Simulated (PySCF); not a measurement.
# Where the electron goes

C₂H₁₁NSi₂.
Atom-mapped SMILES: `[CH3:1][CH2:2][Si@@H:3]([NH2:4])[SiH3:5]` (hydrogens: H6, H7, H8 on C1; H9, H10 on C2; H11 on Si3; H12, H13 on N4; H14, H15, H16 on Si5)

Structure used (PBE0-D3(BJ)/def2-SVP), in Å, numbered top down from 1:
```xyz
16
C2H11NSi2 angstrom
C     -1.9960   -1.2084    0.4862
C     -0.5131   -0.9281    0.7188
Si     0.2745    0.1819   -0.5859
N     -0.5422    1.7210   -0.5933
Si     2.5254    0.6107   -0.0824
H     -2.4109   -1.8807    1.2542
H     -2.5915   -0.2817    0.5173
H     -2.1716   -1.6815   -0.4935
H      0.0588   -1.8724    0.7421
H     -0.3608   -0.4494    1.7013
H      0.2278   -0.5634   -1.8975
H     -1.5405    1.7401   -0.7788
H     -0.0959    2.4984   -1.0686
H      2.6670    1.1683    1.3002
H      3.1142    1.6008   -1.0412
H      3.3345   -0.6472   -0.1647
```

Computed with TDDFT CAM-B3LYP/def2-SVPD, vertical, gas phase, core orbitals frozen in the response in PySCF 2.14.0, density-fitted response routines.

Frontier orbitals with the atoms that hold most of them (Löwdin shares over 4%, at most four atoms; ? is withheld):

```tsv
orbital	ε (eV)	atoms
LUMO+2	1.42	Si5 26%, Si3 16%, H14 9%, H11 8%
LUMO+1	1.38	Si5 43%, H15 12%, Si3 9%, H14 7%
LUMO	?	Si3 20%, Si5 13%, H12 12%, N4 11%
HOMO	-8.68	?
HOMO-1	-9.15	?
HOMO-2	-10.22	N4 22%, C2 19%, Si3 18%, Si5 7%
HOMO-3	-10.95	Si5 41%, H16 26%, H14 21%
```

**Question.** Give the leading atoms of the HOMO.

**Answer.** N4 (bonded to Si and 2 H) 45%; Si3 (bonded to C, N, Si and H) 18%; H11 (bonded to Si) 13%; Si5 (bonded to Si and 3 H) 9%. By element: nitrogen 45%, silicon 27%, hydrogen 13% or more.

**Question.** Which atoms hold the HOMO-1, and with what shares?

**Answer.** Si3 (bonded to C, N, Si and H) 24%; Si5 (bonded to Si and 3 H) 22%; C2 (bonded to C, Si and 2 H) 17%; N4 (bonded to Si and 2 H) 11%. By element: silicon 46%, carbon 17% or more, nitrogen 11%.

**Question.** What is the LUMO energy, and the HOMO–LUMO gap?

**Answer.** ε(LUMO) = 0.91 eV; the gap is 9.60 eV (0.3527 hartree).

**Question.** How does S1 compare with the orbital gap of 9.60 eV?

**Answer.** S1 is at 6.22 eV (f = 0.0083), 3.38 eV below the gap, made of HOMO→LUMO (87%). Without the coupling terms of the response equations the lowest excitation would equal the gap.

Next come S2 at 6.96 eV (f 0.0065), HOMO→LUMO+2 (42%), HOMO-1→LUMO (28%); S3 at 7.11 eV (f 0.071), HOMO-1→LUMO (46%), HOMO→LUMO+2 (28%), HOMO→LUMO+3 (9%); S4 at 7.35 eV (f 0.013), HOMO→LUMO+1 (58%), HOMO-1→LUMO+1 (9%), HOMO-1→LUMO (8%); S5 at 7.47 eV (f 0.059), HOMO-1→LUMO+2 (52%), HOMO-1→LUMO+1 (12%), HOMO-1→LUMO+3 (9%).

One conformer stands for the species.

Without π bonds the low states are Rydberg-like; a valence basis with one diffuse set may place them up to an eV too high.
